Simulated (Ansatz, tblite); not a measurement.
Isomers of Na₃Br₄ (doublet), found by a short tight-binding search and relaxed with r2SCAN-D4/def2-SVP in Ansatz.

The xTB rows come from tblite. HSE06 is defined as in plane-wave codes, on full-range PBE exchange. Correlated methods freeze 39 core orbitals; core or outer-core shells of Na, Br are correlated, in sets that lack core-valence functions.

Other spin states weren't relaxed.

A:

```
atom   x (Å)   y (Å)   z (Å)
 Na1  -1.067   1.586   0.998
 Na2  -0.668  -2.507   0.930
 Na3   1.492  -0.043  -1.557
 Br4   1.613   2.216   0.203
 Br5  -2.014  -0.589   2.213
 Br6  -0.546   1.964  -1.799
 Br7   1.189  -2.629  -0.987
```

B:

```xyz
7

Na   -0.898    2.211   -0.230
Na   -0.365   -2.088   -1.119
Na    1.307   -0.170    1.602
Br    0.895    0.462   -1.698
Br    0.239    2.245    2.164
Br   -2.042    0.128   -1.841
Br    0.866   -2.789    1.121
```

Q: Estimate which lies lowest at each level, and how far above it the others are (kcal/mol).

A: 
| level | A | B |
| --- | --- | --- |
| GFN1-xTB | 1.1 | 0.0 |
| GFN2-xTB | 0.0 | 0.9 |
| HF/STO-3G | 0.0 | 2.4 |
| HF/def2-SVP | 0.0 | 2.4 |
| PBE-D4/def2-SVP | 0.0 | 0.6 |
| BLYP-D4/def2-SVP | 0.0 | 0.6 |
| r2SCAN-D4/def2-SVP | 0.0 | 0.8 |
| PBE0-D4/def2-SVP | 0.0 | 0.9 |
| r2SCAN0-D4/def2-SVP | 0.0 | 1.0 |
| HSE06-D4/def2-SVP | 0.0 | 1.0 |
| RPA@PBE/def2-SVP | 0.0 | 2.6 |
| MP2/def2-SVP | 0.0 | 1.3 |
Point groups (tolerance 0.1 Å): A not assigned, B Cs. Lower isomers may exist.
